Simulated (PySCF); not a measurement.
# Calculated NMR data

PySCF 2.14 calculation with geometry: GFN2-xTB, spin–spin couplings from B3LYP/pcJ-1 and shieldings: GIAO PBE0/pcSseg-1; single conformer, in vacuum, rapidly exchanging positions averaged, no relativistic terms.

Chemical shifts δ = σref − σ; TMS for 1H (σref 31.72) and 13C (σref 186.93), all at this level. Multiplet labels drop J under 1 Hz and among equivalent protons, and merge close values. Unscaled 3J(H,H) run several per cent high. Where no couplings were computed, multiplicities follow the n + 1 count of equivalent neighbours, and m marks all less simple cases (inequivalent or close neighbours, rings, F or P nearby). Shifts are as computed. Against solution values, carbons near 30 ppm lie about +3 ppm off and those near 130 ppm about +5 ppm. Of 1211 compounds with measured shifts, 218 miss one by over three times the rms of a fit or turn the order of signals round; such compounds aren't used in these exercises.

Compound 1 (C₆H₁₁NOSi). 1H NMR (500 MHz, computed): δ 5.04 (m, 1H), 2.11 (m, 2H), 1.80 (m, 1H), 1.26 (m, 2H), 1.14 (m, 2H), 1.03 (m, 1H), 0.86 (m, 2H). 13C{1H} NMR (computed): δ 129.6, 33.0, 27.8, 17.8. Structure: `O=C=N[SiH]1CCCCC1`.

Compound 2 (C₂H₅N). 1H NMR (500 MHz, computed): δ 7.69 (dq, J = 17.9, 2.2 Hz, 1H), 7.19 (dq, J = 17.9, 2.8 Hz, 1H), 3.69 (t, J = 2.5 Hz, 3H). 13C{1H} NMR (computed): δ 155.2 (CH2), 53.3 (CH3). Structure: N-Methylmethanimine.
